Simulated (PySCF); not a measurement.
GeH4S.
Bonds: S1–Ge2. Hydrogens: H3 on S1; H4, H5, H6 on Ge2.

Level of theory: PBE0-D3(BJ)/def2-SVP geometry optimisation, gas phase (PySCF).

(1) Give the optimised bond lengths and angles.

Results:

(1) 
```json
{"bond": "S1–Ge2", "length (Å)": "2.231"}
{"bond": "S1–H3", "length (Å)": "1.351"}
{"bond": "Ge2–H4, Ge2–H5, Ge2–H6", "length (Å)": "1.538"}
```

Bonds in one row agree within 0.01 Å and their mean is given. A selection of angles:
```json
{"angle": "Ge2–S1–H3", "degrees": "94.3"}
{"angle": "S1–Ge2–H4", "degrees": "110.6"}
{"angle": "S1–Ge2–H5", "degrees": "105.0"}
{"angle": "H4–Ge2–H5", "degrees": "110.4"}
```

S1 (sulfur bonded to Ge and H) is bent (angle 94.3°). Ge2 (germanium bonded to S and 3 H) is distorted tetrahedral (angles from 105.0° to 110.7°).

Point group: Cs (every atom within 0.08 Å of its image). No frequency check.
